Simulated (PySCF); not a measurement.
Compound: ethylchlorosilane, C₂H₇ClSi.
Numbering: `[CH3:1][CH2:2][SiH2:3][Cl:4]` (hydrogens: H5, H6, H7 on C1; H8, H9 on C2; H10, H11 on Si3)

Computed geometry: GFN2-xTB, gas phase.

Q: Give the optimised bond lengths and angles.

A: 
| bond | length (Å) | order |
| --- | --- | --- |
| C1–C2 | 1.525 | single |
| C2–Si3 | 1.901 | single |
| Si3–Cl4 | 2.020 | single |
| C1–H5, C1–H6, C1–H7 | 1.088 | single |
| C2–H8, C2–H9 | 1.093 | single |
| Si3–H10, Si3–H11 | 1.462 | single |

Bonds in one row agree within 0.01 Å and their mean is given. Orders are formal, as drawn. A selection of angles:
| angle | degrees |
| --- | --- |
| C2–C1–H5 | 110.7 |
| H5–C1–H6 | 108.1 |
| C1–C2–Si3 | 112.9 |
| C1–C2–H8 | 108.9 |
| Si3–C2–H8 | 109.9 |
| H8–C2–H9 | 106.1 |
| C2–Si3–Cl4 | 108.6 |
| C2–Si3–H10 | 110.8 |
| Cl4–Si3–H10 | 108.0 |
| H10–Si3–H11 | 110.6 |

Torsions: C1–C2–Si3–Cl4 180° (antiperiplanar).

Si3 (chlorine-bound silicon) is tetrahedral (angles from 108.0° to 110.8°). The 4 heavy atoms lie in one plane (0.000 Å rms).

Point group: Cs (tolerance 0.08 Å). Not checked by GFN2-xTB frequencies. The numbers are those of one conformer.
